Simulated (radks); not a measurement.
Results of a calculation; reference values are marked as such.
Effect of the nuclear size on the neodymium ion Nd23+, [Kr] 4d1. Level of theory: Dirac Kohn-Sham, relativistic LDA (MacDonald-Vosko exchange, VWN5 correlation), spin-unpolarised, spherical densities, finite nucleus; open shells fill j = l - 1/2 first; Fermi nuclear charge, rms radius 4.9123 fm (a radial shooting solver on a logarithmic mesh with Libxc functionals). The rms radius is varied about that value; shifts are against it.

rms radius (fm)	total energy shift (eV)	density at nucleus (e/bohr^3)	1s1/2 shift (meV)	2s1/2 shift (meV)	4s1/2 shift (meV)	4p1/2 shift (meV)	4d3/2 shift (meV)	5s1/2 (empty) shift (meV)	5p1/2 (empty) shift (meV)
4.2884	-3.05	4.62e+05	-1260	-157	-9.11	0.374	0.591	-3.59	0.127
4.5783	-1.68	4.553e+05	-690	-85.9	-5.00	0.205	0.324	-1.97	0.070
4.9123	0	4.482e+05	0.000	0.000	0.000	0.000	0.000	0.000	0.000
5.1972	1.50	4.426e+05	618	77.0	4.48	-0.184	-0.291	1.77	-0.062
5.6541	4.05	4.344e+05	1670	208	12.1	-0.495	-0.783	4.76	-0.168

Slopes of the eigenvalues against <r^2> in GHz/fm^2, as finite differences over the two radii next to the reference (eigenvalue slopes, not the field-shift constants of lines): 1s1/2 52300, 2s1/2 6510, 4s1/2 379, 4p1/2 -15.5, 4d3/2 -24.6, 5s1/2 (empty) 149, 5p1/2 (empty) -5.27.
